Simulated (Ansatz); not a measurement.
Born–Oppenheimer molecular dynamics of C$_{2}$H$_{8}$BFSi (13 atoms, charge 0, multiplicity 1). It starts at the highest image of a converged band. Of that band: The profile has 2 maxima (images 1, 3) with wells between them (image 2): this band takes more than one step, which may be the mechanism or a detour left from its start path. Neighbouring images differ by up to 2.9 eV, so the band resolves the path poorly. A vibrational analysis at the climbing image gives one clearly imaginary mode, 1566i cm⁻¹: a first-order saddle point.

Theory: Ansatz, RKS PBE0-D4/def2-SVP.

```yaml
ensemble: NVE (velocity Verlet)
time_step: 0.5 fs
steps_asked: 200
starting_velocities_drawn_for: 100 K
seed: 4085
```

First frame:

```xyz
13
Properties=species:S:1:pos:R:3
B -0.675 1.435 1.226
C -0.305 0.896 -0.143
C 0.884 -0.043 -0.199
Si 0.323 -1.776 -0.650
F -0.553 -1.656 -2.022
H 0.024 1.118 2.143
H -1.641 2.170 1.400
H -0.754 0.998 -1.149
H -1.226 1.620 0.111
H 1.620 0.306 -0.946
H 1.405 -0.076 0.770
H -0.558 -2.346 0.406
H 1.476 -2.682 -0.933
```

Question: How far do the bonds stretch over the last three quarters of this one trajectory? (Pairs bonded in most of those frames.)

Answer: 
```csv
bond,mean (Å),spread (Å),shortest,longest
B1–C2,1.565,0.101,1.40,1.77
B1–H6,1.217,0.022,1.17,1.26
B1–H7,1.215,0.015,1.18,1.26
C2–C3,1.571,0.066,1.46,1.69
C2–H8,1.113,0.041,1.04,1.19
C2–H9,1.238,0.158,0.93,1.54
C3–Si4,1.876,0.040,1.83,2.01
C3–H10,1.109,0.010,1.09,1.12
C3–H11,1.106,0.009,1.09,1.13
Si4–F5,1.630,0.011,1.61,1.65
Si4–H12,1.497,0.013,1.48,1.53
Si4–H13,1.499,0.037,1.44,1.57
```

Mean temperature of the second half: 1053 K. The conserved energy stayed within 1.2 meV per atom of its start (net change -0.55 meV per atom), so the integration is sound. The kinetic energy rose, since the run started high on the potential surface and went downhill. A run of 0.1 ps of so small a system gives no equilibrium averages. The orbitals stay closed-shell, which can raise the energy where a bond breaks towards radicals; this wasn't checked here.

Run time: 8.5 min on 2 threads of Intel(R) Xeon(R) Platinum 8488C (Sapphire Rapids) (shared host), peak memory 0.28 GiB.
